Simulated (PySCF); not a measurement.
Species: C₃H₆BrF.
Numbering: `[CH3:1][C@H:2]([F:3])[CH2:4][Br:5]` (hydrogens: H6, H7, H8 on C1; H9 on C2; H10, H11 on C4)

Geometry (PBE0-D3(BJ)/def2-SVP, Å), atoms numbered from 1 in this order:
```xyz
11
C3H6BrF angstrom
C     -1.2424    0.3990   -0.3304
C      0.2259    0.5102    0.0188
F      0.8898    1.0863   -1.0398
C      0.8384   -0.8413    0.3076
Br     2.6914   -0.7142    0.8540
H     -1.8225    0.0015    0.5150
H     -1.3842   -0.2606   -1.1998
H     -1.6364    1.3930   -0.5849
H      0.3651    1.1685    0.8948
H      0.3002   -1.3468    1.1197
H      0.8148   -1.4719   -0.5917
```

Level of theory: core-valence-separated Tamm–Dancoff BHandHLYP/aug-pcX-1 (pcseg-1 on H, def2-SVPD on Br) in PySCF, non-relativistic, gas phase, PBE0-D3(BJ)/def2-SVP geometry. No empirical shift is added; at this level the pattern usually sits a few eV under experiment.

The lowest roots of each edge with f over 0.003 (five at most, numbered afresh; weaker and dark ones are left out), with transition dipoles (au) in the frame of the coordinates:

| root | edge | E (eV) | f | μx | μy | μz |
| --- | --- | --- | --- | --- | --- | --- |
| 1 | C | 284.33 | 0.0651 | -0.0924 | -0.0078 | -0.0274 |
| 2 | C | 285.57 | 0.0086 | -0.0343 | -0.0063 | 0.0030 |
| 3 | C | 286.29 | 0.0276 | -0.0144 | 0.0028 | 0.0610 |
| 4 | C | 286.38 | 0.0302 | 0.0029 | 0.0655 | -0.0032 |
| 5 | C | 286.82 | 0.0072 | -0.0283 | 0.0071 | -0.0130 |
| 6 | F | 685.52 | 0.0327 | 0.0204 | 0.0169 | -0.0353 |
| 7 | F | 687.09 | 0.0050 | -0.0047 | -0.0114 | 0.0120 |
| 8 | F | 687.25 | 0.0038 | 0.0017 | -0.0003 | -0.0150 |
| 9 | F | 687.35 | 0.0031 | 0.0124 | -0.0034 | -0.0044 |

Task: Molecules are fixed in this frame and the field points along z. What effective strengths 3 f cos²θ do the roots have (θ between field and μ)?

Result: root 1 (C4): 0.016, root 2 (C1): 0.000, root 3 (C1): 0.078, root 4 (C1): 0.000, root 5 (C1): 0.004, root 6 (F3): 0.063, root 7 (F3): 0.007, root 8 (F3): 0.011, root 9 (F3): 0.001. Root 3 is the strongest. Averaged over all orientations cos²θ is 1/3, which gives f back.

 The BHandHLYP/aug-pcX-1 (pcseg-1 on H, def2-SVPD on Br) calculation is non-relativistic and has no spin–orbit coupling, an omission that weighs most on bromine.

Hardware: an Arm Neoverse V2 with one thread, shared host. Cost: 10 s, 0.78 GiB resident at most.

One conformer stands for the species.
